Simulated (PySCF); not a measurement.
Estimate the missing entries of this data sheet.

Compound: C5H2ClF3.
Geometry (PBE0-D3(BJ)/def2-SVP, Å), atoms numbered from 1 in this order:
```
atom  x, y, z in Å
F1     2.4375    0.1611    1.2186
C2     1.7027    0.2811    0.1011
F3     1.2379    1.5372    0.0664
F4     2.5640    0.1489   -0.9219
C5     0.6102   -0.7183    0.0427
C6    -0.6707   -0.3563   -0.0353
C7    -2.0774   -0.6629   -0.1206
C8    -1.7146    0.6095   -0.1057
Cl9   -2.1592    2.2190   -0.1487
H10    0.9044   -1.7684    0.0610
H11   -2.8560   -1.4200   -0.1673
```

```csv
property,level,value
point group,PBE0-D3(BJ)/def2-SVP,Cs
"rotational constants A, B, C",PBE0-D3(BJ)/def2-SVP,?
dipole moment,CAM-B3LYP/def2-SVPD,?
HOMO energy,CAM-B3LYP/def2-SVPD,?
LUMO energy,CAM-B3LYP/def2-SVPD,?
lowest singlet excitation,TDDFT CAM-B3LYP/def2-SVPD,"4.91 eV (252 nm, f = 0.035)"
strongest line among the 6 lowest singlet transitions,TDDFT CAM-B3LYP/def2-SVPD,?
static isotropic polarisability,CAM-B3LYP/def2-SVPD,?
electronic spatial extent ⟨r²⟩ about the centre of nuclear charge,CAM-B3LYP/def2-SVPD,?
```

Electronic properties: PySCF, gas phase, density fitting.

(1) Give the static isotropic polarisability.

(2) What is the electronic spatial extent ⟨r²⟩ about the centre of nuclear charge?

(3) Give the dipole moment.

(4) What is the strongest line among the 6 lowest singlet transitions?

(5) What are the rotational constants A, B, C?

(6) Give the LUMO energy.

(7) What is the HOMO energy?

Results:

(1) 74.8 au.

(2) 1529 bohr².

(3) 4.66 D.

(4) S5 at 6.98 eV (178 nm, f = 0.616).

(5) 2.673, 0.781, 0.675 GHz.

(6) -0.20 eV.

(7) -8.28 eV.

The dipole matches unit charges of opposite sign 0.97 Å apart (1 e·Å = 4.8032 D). The polarisability is 11.09 Å³ as a volume (1 au = 0.148185 Å³), or 0.98 au for each of the 76 electrons. No computed singlet falls in the visible range (750 to 380 nm, 1.65 to 3.26 eV); S1 lies 1.65 eV above its blue end.

For the geometry optimisation (PBE0-D3(BJ)/def2-SVP), cost: about 1.9 min of CPU time on one thread; the machine was shared, so the figure is rough.
